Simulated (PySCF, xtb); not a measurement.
Si(I)(SiH3) (H₃ISi₂), SMILES [SiH3][Si]I (connectivity only; charge and spin as stated), neutral, multiplicity 1.

Geometry: B3LYP-D3(BJ)/def2-SVP. The def2 effective core potentials stand for the cores of I; spin–orbit coupling is left out.

Computed with IEF-PCM-B3LYP/def2-SVP (PySCF 2.14.0).

The values are the electrostatic part of the solvation free energy, E(continuum) − E(gas) at the gas-phase geometry, in a cavity of scaled van der Waals radii (PySCF's table); cavitation and dispersion terms are not included. In vacuum the orbital gap is 2.68 eV. The dipole moment in vacuum is 0.76 D.

**Question.** Estimate the values in water (ε = 78.36), dichloromethane (ε = 8.93), 2-propanol (ε = 19.26). (The exact figures need the calculation; the answer reports its results.)

**Answer.** 
```json
[
 {"solvent": "water", "ε": "78.36", "ΔG(elec) (kcal/mol)": "-1.7", "dipole (D)": "1.28", "gap (eV)": "2.82"},
 {"solvent": "dichloromethane", "ε": "8.93", "ΔG(elec) (kcal/mol)": "-1.4", "dipole (D)": "1.18", "gap (eV)": "2.80"},
 {"solvent": "2-propanol", "ε": "19.26", "ΔG(elec) (kcal/mol)": "-1.5", "dipole (D)": "1.23", "gap (eV)": "2.81"}
]
```

For comparison, GFN2-xTB/ALPB(water) (xtb, at the GFN2-xTB geometry, all terms of that model) gives -1.7 kcal/mol.
